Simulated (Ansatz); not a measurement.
C₃H₈GaN, SMILES `C/N=[C](\C)[GaH2]`. Charge 0, multiplicity 1. Geometry: relaxed with PBE0-D4/def2-TZVP.

```xyz
13

C     0.027    1.922   -0.496
N    -0.086    0.559   -0.954
C    -0.034   -0.418   -0.135
C     0.146   -0.293    1.361
Ga   -0.217   -2.180   -1.033
H    -0.870    2.465   -0.809
H     0.164    2.058    0.582
H     0.866    2.392   -1.020
H    -0.661    0.291    1.813
H     0.153   -1.275    1.835
H     1.088    0.206    1.609
H    -0.396   -2.228   -2.587
H    -0.180   -3.500   -0.166
```

Question: What is the dipole moment at B3LYP/def2-TZVPP? (Best estimate.)

Answer: The calculation gave: 2.07 D, with components (0.26, 0.91, 1.85) D in this frame, pointing from negative to positive charge.

Question: And with PBE, r2SCAN, ωB97M-V? (Estimate.)

Answer: Computed: PBE 2.10 D, r2SCAN 2.11 D, ωB97M-V 2.01 D.

Question: Give the Mulliken charges with B3LYP, r2SCAN, PBE in def2-TZVPP. (Best estimate.)

Answer: The calculation gave: 
| atom | B3LYP | r2SCAN | PBE |
| --- | --- | --- | --- |
| C1 | -0.14 | -0.02 | -0.15 |
| N2 | -0.23 | -0.26 | -0.18 |
| C3 | -0.04 | -0.04 | -0.04 |
| C4 | -0.24 | -0.13 | -0.23 |
| Ga5 | 0.22 | 0.26 | 0.15 |
| H6 | 0.10 | 0.06 | 0.10 |
| H7 | 0.06 | 0.03 | 0.05 |
| H8 | 0.10 | 0.06 | 0.10 |
| H9 | 0.10 | 0.06 | 0.09 |
| H10 | 0.09 | 0.05 | 0.09 |
| H11 | 0.10 | 0.06 | 0.09 |
| H12 | -0.04 | -0.05 | -0.03 |
| H13 | -0.07 | -0.08 | -0.06 |

B3LYP here is the variant with VWN-RPA as its local correlation; programs differ in this.
